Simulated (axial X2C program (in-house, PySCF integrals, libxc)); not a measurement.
Which molecule has these constants?

Calculated with an in-house relativistic program for diatomic molecules, spin-free (one-electron X2C) or two-component (2c: spin–orbit coupling with atomic mean-field Coulomb and Gaunt terms, which also bring small scalar terms), in Dyall basis sets with cores contracted in-house; open shells are unrestricted.

A two-component PBE0 calculation in a Dyall 3-zeta basis gave Re = 2.147 Å, ωe = 454.0 cm⁻¹, Ω = 4.

Question: Which molecule is it?
A. RuCl⁺
B. OsCl⁺
C. FeCl⁺

Answer: A. The others have FeCl⁺ 2.049 Å and 504.2 cm⁻¹ (Ω = 4); OsCl⁺ 2.125 Å and 468.5 cm⁻¹ (Ω = 4).

Each entry is the lowest single determinant of a limited PBE0 search at one distance. De goes to single-determinant-based atoms at the same level (for ions the charge split of lowest energy) and is withheld (n/a) where an atom does not fit its ground term or J level. Main or longest-lived isotopes. One determinant is a doubtful description, or other states lie close, for RuCl⁺, FeCl⁺, OsCl⁺; these need not be ground states, and all values refer to the states named. Some open-shell Ω = 0 determinants are out of reach, so the Ω given for RuCl⁺, FeCl⁺, OsCl⁺ need not be the lowest component. With several unpaired electrons the Ω given is that of one determinant, not necessarily of the lowest component. Some light 2c atoms are not at their ground J level, so De misses part of their lowering (0.04 eV or less). The functionals have no current term, which raises determinants with orbital currents.
